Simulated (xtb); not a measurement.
C2H5FOSi2, SMILES F[Si@@H]1C(C[SiH2]1)=O. All values are semi-empirical tight-binding results from xtb (GFN2-xTB unless named), good for trends rather than for accurate numbers. Geometry optimised at GFN2-xTB. The structure was generated by enumeration; whether it is a known compound was not checked.

Optimised geometry:

Bonds (Å): O1–C2 1.202, C2–C3 1.523, C2–Si5 1.959, C3–Si4 1.927, C3–H7 1.092, C3–H8 1.089, Si4–Si5 2.328, Si4–H9 1.466, Si4–H10 1.466, Si5–F6 1.623, Si5–H11 1.454. Bond angles (°): O1–C2–C3 125.6, O1–C2–Si5 131.3, C3–C2–Si5 102.6, C2–C3–Si4 99.9, C2–C3–H7 107.4, C2–C3–H8 112.0, Si4–C3–H7 110.8, Si4–C3–H8 120.0, H7–C3–H8 106.2, C3–Si4–Si5 79.3, C3–Si4–H9 111.7, C3–Si4–H10 112.4, Si5–Si4–H9 118.2, Si5–Si4–H10 123.4, H9–Si4–H10 108.2, C2–Si5–Si4 76.0, C2–Si5–F6 110.3, C2–Si5–H11 117.5, Si4–Si5–F6 113.0, Si4–Si5–H11 136.4, F6–Si5–H11 101.0.

Computed properties:
| Quantity | Value |
|---|---|
| orbital gap | 2.39 eV |
| dipole moment | 3.63 D |
| zero-point energy | 38.8 kcal/mol |
| G − E(el) at 298.15 K (modified RRHO) | 18.4 kcal/mol |
| static polarisability (D4 model) | 79.2 bohr³ |
| solvation energy, GFN2-xTB/ALPB(water) | -2.6 kcal/mol |
| solvation energy, GFN2-xTB/ALPB(octanol) | -4.5 kcal/mol |

Question: Give the atomic charges and the Wiberg bond orders between heavy atoms. (An estimate is asked for; the answer gives what the named calculation found.)

Answer: charges (e) O1 -0.35, C2 0.11, C3 -0.20, Si4 0.38, Si5 0.45, F6 -0.28, H7 0.05, H8 0.04, H9 -0.09, H10 -0.07, H11 -0.05. Bond orders O1–C2 1.92, C2–C3 1.01, C3–Si4 0.88, C2–Si5 0.79, Si4–Si5 0.84, Si5–F6 1.10.
